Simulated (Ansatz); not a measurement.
System: C7H8N, net charge 0, doublet state. It need not be the lowest isomer of its formula. SMILES: [CH2]c1cccc(C)n1
Coordinates optimised at B3LYP-D3(BJ)/def2-TZVP (Ansatz, an electronic-structure program):
```
N
C 1 1.3207
C 1 1.3672 2 119.24
C 3 1.3999 1 117.44 2 -180.00
H 4 1.0796 3 119.72 1 0.00
H 4 1.0805 5 119.31 3 180.00
C 2 1.4080 1 122.48 3 0.04
H 7 1.0820 2 119.97 1 179.96
C 7 1.3885 8 120.98 2 180.00
C 9 1.3799 7 119.08 8 -179.98
H 10 1.0818 9 121.22 7 179.98
H 9 1.0827 10 120.49 11 0.00
C 2 1.5035 1 117.37 3 -179.88
H 13 1.0874 2 109.80 1 -1.58
H 13 1.0925 14 109.03 2 121.74
H 13 1.0927 14 108.90 15 116.74
```
Charge 0, spin multiplicity 2.

Quantity: atomisation energy (electronic, to ground-state atoms), in eV. Correlated levels leave the core frozen unless marked. UHF or UKS for open shells. No spin-orbit coupling. No relativistic terms. The coupled-cluster limit lacks core correlation, which all-electron functionals hold. CBS(X,Y): correlation extrapolated as X^-3; Hartree-Fock from the larger set. [CCSD(T)-MP2]/basis is that difference in the basis named. The program attaches cautions to a run behind MP2/STO-3G: large difference.

```
level                                                     program  atomisation energy (eV)  minus last row
-------------------------------------------------  --------------  -----------------------  --------------
HF/cc-pVQZ                                                 Ansatz                    55.61          -19.40
revPBE-D3(BJ)/def2-TZVPD                           Ansatz + dftd3                    76.06            1.05
PBE0-D4/def2-TZVPD                                 Ansatz + dftd4                    76.71            1.70
r2SCAN0-D4/def2-TZVPD                              Ansatz + dftd4                    74.82           -0.19
HSE06-D4/def2-TZVPD                                Ansatz + dftd4                    76.78            1.77
MP2/STO-3G                                                 Ansatz                    72.24           -2.77
RI-MP2/CBS(cc-pVTZ,cc-pVQZ)+[CCSD(T)-MP2]/cc-pVTZ          Ansatz                    75.01            0.00
```

The UHF reference is spin-contaminated (<S^2> 0.58 over the pure value in the largest basis).
